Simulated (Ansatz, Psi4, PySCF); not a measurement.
O$_{2}$Ti, charge +1, doublet (typed; the unrestricted solution is spin-contaminated), geometry from GFN2-xTB (such geometries of metal compounds can be far from the true shape) (the multiplicity is a formal guess). Base run: WB97X/def2-SVPD run with PySCF.

PySCF was given this input:
```python
from pyscf import gto, scf, dft

mol = gto.M(
    atom='''
Ti    0.30137621    0.05766473    0.36104120
O     0.50471034    0.08192814   -1.28939438
O    -1.33349493   -0.24050615    0.29653107
''',
    basis='def2-svpd',
    charge=1,
    spin=1,
    verbose=4,
)

mf = dft.UKS(mol)
mf.xc = 'wb97x'
mf.kernel()
```

The same geometry, method and basis name were run in Ansatz (an electronic-structure program) and Psi4 and PySCF, at each program's defaults and at the settings that a row names. The base is PySCF at its defaults. Differences at the defaults can come from grids, fitting, cores and function types together.

| code and settings | ΔE vs base (µEh) | basis functions | E (Eh) | SCF cycles |
|---|---|---|---|---|
| PySCF, defaults (exact integrals, its default grid, spherical functions) | 0.0 | 80 | -999.32592 | 18 |
| Psi4, defaults (density fitting with its default set, its default grid, spherical functions) | -251 | 80 | -999.32617 | 14 |
| Ansatz, defaults (factorised integrals, its default grid, spherical functions) | 9.9 | 80 | -999.32591 | - |
| PySCF, density fitting with def2-universal-jkfit | -4.4 | 80 | -999.32593 | 18 |
| PySCF, fine grid | 7.2 | 80 | -999.32592 | 18 |
| Psi4, exact integrals, spherical functions, fine grid | 46.5 | 80 | -999.32588 | 22 |
| Ansatz, high accuracy | 9.5 | 80 | -999.32591 | - |

Open shells are given as the SCF converged; they aren't shown to be the lowest states, and a large step between rows can be another state.
